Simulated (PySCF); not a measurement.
Structure problem from calculated spectra and properties.

Elements present: C, H, N and Si. Monoisotopic mass: 130.0926 u.

| Item | Value |
| --- | --- |
| Rotational structure | rotational constants A, B, C: 2.163, 1.149, 0.907 GHz [GFN2-xTB] |
| Dipole | 1.10 D [PBE0/pcSseg-1] |
| 13C NMR | chemical shifts (computed TMS as zero) by class: 149.0 (1 C), 117.7 (1 C), 61.4 (1 C), -1.9 (2 C) ppm [GIAO PBE0/pcSseg-1] |
| 1H NMR | chemical shifts (computed TMS as zero) by class: 6.71 (1 H), 5.16 (1 H), 5.14 (1 H), 5.10 (1 H), 3.35 (2 H), 3.03 (2 H), 0.14 (6 H) ppm [GIAO PBE0/pcSseg-1] |
| NMR, other nuclei | isotropic shieldings of nuclei other than C and H, by class: 187 (1 N), 199 (1 N), 363 (1 Si) ppm [GIAO PBE0/pcSseg-1] |

Gas-phase values; electronic properties from PySCF, density fitting. Levels stand in brackets. The structure is a single GFN2-xTB conformer in the gas phase; no vibrational or solvent corrections. NMR values are class means; diastereotopic atoms form classes of their own.

Question: Which formula fits the mass and the elements?

Answer: C5H14N2Si (calculated 130.0926). No other formula that holds each of these elements comes within 0.0003 u with a fitting electron parity and a possible valence count.

Question: What is the compound? Reason from the data.

Answer: Numbering: `[CH2:1]=[CH:2][CH2:3][N:4]([NH2:5])[SiH:6]([CH3:7])[CH3:8]`. Its formula, C5H14N2Si, gives 1 degree of unsaturation: 0 rings and 1 π bond in the structure found. 5 carbons fall into 4 classes; from least to most shielded: alkene CH carbon [C2] (149.0 ppm), terminal =CH2 carbon [C1] (117.7 ppm), sp3 carbon bound to nitrogen [C3] (61.4 ppm), Si-methyl carbon [C7/C8] (-1.9 ppm, 2 C). Hydrogen classes from least to most shielded: 1 H on an alkene CH carbon, C2 (6.71 ppm), 1 H on a terminal =CH2 carbon, C1 (5.16 ppm), 1 H on a terminal =CH2 carbon, C1 (5.14 ppm), 1 H on an SiH silicon, Si6 (5.10 ppm), 2 H on an sp3 carbon bound to nitrogen, C3 (3.35 ppm, a mean of values up to 0.5 ppm apart in this geometry), 2 H on a hydrazine nitrogen, N5 (3.03 ppm), 6 H on 2 Si-methyl carbons, C7/C8 (0.14 ppm, a mean of values up to 0.5 ppm apart in this geometry). The other shieldings belong to: 187 ppm, hydrazine nitrogen [N5]; 199 ppm, hydrazine nitrogen [N4]; 363 ppm, SiH silicon [Si6]. The optimised geometry has point group C1 and is an asymmetric top. Structure: `C=CCN(N)[SiH](C)C`. Computed isomers that give other values at the same levels: `C[SiH](C)N(N)C1CC1` (13C chemical shifts (computed TMS as zero) by class: 38.5 (1 C), 9.2 (2 C), -1.2 (2 C) ppm); `C=C([SiH2]N)N(C)CC` (13C chemical shifts (computed TMS as zero) by class: 156.4 (1 C), 97.2 (1 C), 52.3 (1 C), 36.8 (1 C), 17.3 (1 C) ppm); `C=C[C@@](C)(N)C[SiH2]N` (13C chemical shifts (computed TMS as zero) by class: 154.9 (1 C), 118.3 (1 C), 54.1 (1 C), 37.4 (1 C), 36.7 (1 C) ppm). The assignments are read from this structure; whether some other isomer fits the data as well wasn't checked.

The values belong to the conformer `[CH2:1]=[CH:2][CH2:3][N:4]([NH2:5])[SiH:6]([CH3:7])[CH3:8]`: C1–C2–C3–N4 -121°, C2–C3–N4–N5 -79°, C3–N4–Si6–C7 -145°, H–N5–N4–C3 -112°, H–N5–N4–C3 130°.
